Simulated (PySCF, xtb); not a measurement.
F3H2HfN, SMILES [NH2][Hf]([F])([F])[F], multiplicity 1.

GFN2-xTB (xtb) at its own geometry gives an orbital gap of 3.63 eV and a dipole moment of 4.42 D.

Geometry optimised at PBE-D3(BJ)/def2-SVP. The multiplicity is an assumed one; no other spin state was optimised. The structure was generated by enumeration; whether it is a known compound was not checked. The def2 effective core potentials stand for the cores of Hf; spin–orbit coupling is left out. One conformer was computed; it need not be the lowest.

Question: What does HF/def2-TZVP (PySCF) give? (An estimate is asked for; the answer gives what the named calculation found.)

Answer: gap 13.20 eV (levels -11.65 and 1.56 eV), dipole 2.43 D.
